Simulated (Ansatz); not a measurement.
Reaction (ligand exchange at the Si–O bond): `CO[SiH](O)Br` + HCl → `O[SiH](Cl)Br` + CH₃OH

Isolated molecules relaxed with PBE0-D4/def2-TZVP in Ansatz; ΔE leaves out vibrations. CCSD(T)/CBS is the MP2 limit (def2-TZVPP, def2-QZVPP) plus CCSD(T) − MP2 in def2-TZVPP, frozen cores. This one scheme is used for every species. DFT in def2-TZVPP. For Br outer-core shells are correlated without core-valence functions, which leaves a few kJ/mol of doubt a bond. Scalar relativity is left out up to krypton. One conformer a species, not always the lowest.

```csv
level,ΔE (kcal/mol)
B2PLYP,3.6
r2SCAN,2.7
SCS-MP2/def2-TZVPP,4.2
SCS-MP2/def2-QZVPP,3.7
```

Task: What does CCSD(T)/CBS give? (Estimate.)

Result: The calculation gave: +3.5 kcal/mol. The listed levels differ from it by 0.1, -0.8, 0.7, 0.2 kcal/mol.

Largest T1 diagnostic among the species: 0.010.

The D4 term adds +0.8 kcal/mol with B3LYP and +0.5 kcal/mol with PBE0; it sums over pairs of atoms, weighted by their polarisabilities, and B3LYP, whose exchange is more repulsive, gets the larger term.

B3LYP here is the variant with VWN-RPA as its local correlation; programs differ in this.
